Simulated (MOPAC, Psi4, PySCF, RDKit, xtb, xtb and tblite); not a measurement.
Two geometries of SMILES C(c1ccc(cc1)C=O)#C (C9H6O), relaxed at GFN2-xTB with one dihedral held; other torsions can differ between them too.

Structure A

```
16

C      3.8530    -0.3451     0.1575
C      2.6571    -0.2359     0.1422
C      1.2489    -0.1085     0.1241
C      0.6601     1.0928    -0.2805
C     -0.7123     1.2158    -0.2977
C     -1.5210     0.1451     0.0874
C     -2.9809     0.2698     0.0714
O     -3.7595    -0.5952     0.3848
C     -0.9279    -1.0542     0.4913
C      0.4428    -1.1831     0.5106
H      4.8977    -0.4410     0.1718
H      1.2914     1.9174    -0.5773
H     -1.1699     2.1438    -0.6102
H     -3.3391     1.2641    -0.2657
H     -1.5698    -1.8712     0.7855
H      0.9063    -2.1076     0.8218
```

Structure B

```
16

C      3.8423    -0.3288     0.1175
C      2.6463    -0.2212     0.1094
C      1.2378    -0.0946     0.0983
C      0.6450     1.1070    -0.2992
C     -0.7272     1.2240    -0.3120
C     -1.5330     0.1493     0.0724
C     -2.9919     0.2937     0.0752
O     -3.6066     1.1783    -0.4647
C     -0.9366    -1.0435     0.4849
C      0.4355    -1.1705     0.4884
H      4.8873    -0.4221     0.1246
H      1.2724     1.9355    -0.5928
H     -1.2056     2.1420    -0.6196
H     -3.5190    -0.5227     0.6105
H     -1.5591    -1.8726     0.7904
H      0.9027    -2.0943     0.7964
```

**Question.** Which is lower in energy at the level PBE0-D3(BJ)/def2-SVP // GFN2-xTB in Psi4, and by how much?

**Answer.** A is lower, by 0.58 kcal/mol (dihedral C5–C6–C7–O8: 180° in A, 15° in B).

E(B) − E(A) in kcal/mol at the other levels, on the same two geometries: GFN2-xTB (xtb and tblite) 0.31; MMFF94 // GFN2-xTB (RDKit) 0.41; PBE0/def2-SVP // GFN2-xTB (Psi4) 0.58; PBE/def2-SVP // GFN2-xTB (Psi4) 0.60; PBE-D3(BJ)/def2-SVP // GFN2-xTB (Psi4) 0.61; UFF // GFN2-xTB (RDKit) 0.37; AM1, restricted, heats of formation // GFN2-xTB (MOPAC) 0.17; PM3, restricted, heats of formation // GFN2-xTB (MOPAC) 0.08; GFN1-xTB // GFN2-xTB (xtb) 0.34; restricted B3LYP/6-31G*, spherical d, density fitting // GFN2-xTB (PySCF) 0.55; restricted B3LYP/3-21G, density fitting // GFN2-xTB (PySCF) 0.78; restricted BP86/6-31G*, spherical d, density fitting // GFN2-xTB (PySCF) 0.57.
